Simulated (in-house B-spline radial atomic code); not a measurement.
A fraction x of an electron is removed from 2p in Ne²⁺, starting from [He] 2s2 2p4 and keeping the highest spin. Method: scalar-relativistic (X2C) HSE06, spin-polarised, spherical fractional occupations, Fermi nucleus of rms radius 3.0055 fm. Calculated with an all-electron radial atomic-structure program (B-spline basis).

Caution: exact exchange at fractional occupations of open shells leaves self-interaction of up to several eV.

| x | E(x) - E(0) (eV) | 2p down level (eV) |
| --- | --- | --- |
| 0 | 0.0000 | -51.029 |
| 0.05 | 2.5766 | -52.034 |
| 0.18 | 9.5118 | -54.666 |
| 0.35 | 19.1006 | -58.151 |
| 0.43 | 23.8189 | -59.806 |
| 0.5 | 28.0564 | -61.263 |
| 0.53 | 29.9038 | -61.890 |
| 0.69 | 40.0749 | -65.254 |
| 0.77 | 45.3631 | -66.950 |
| 0.9 | 54.2468 | -69.725 |
| 1 | 61.3268 | - |

The exact functional would give a straight line between the two integer points. Deviations E(x) - E(0) - x[E(1) - E(0)], in eV: -0.49 at x = 0.05, -1.527 at x = 0.18, -2.364 at x = 0.35, -2.552 at x = 0.43, -2.607 at x = 0.5, -2.599 at x = 0.53, -2.241 at x = 0.69, -1.859 at x = 0.77, -0.947 at x = 0.9.

The curve lies below the straight line by up to 2.607 eV (at x = 0.5): convex, the delocalisation error, to which spherically averaged exact exchange adds.

Q: How well does Slater's transition state (minus the level at half occupation) give the ionisation energy?

A: It gives 61.263 eV against 61.327 eV from the two total energies; NIST lists 63.42 eV, ground level to ground level. The end point has an open shell averaged over its orbitals, so its exact exchange keeps a self-interaction and this is no true integer point.
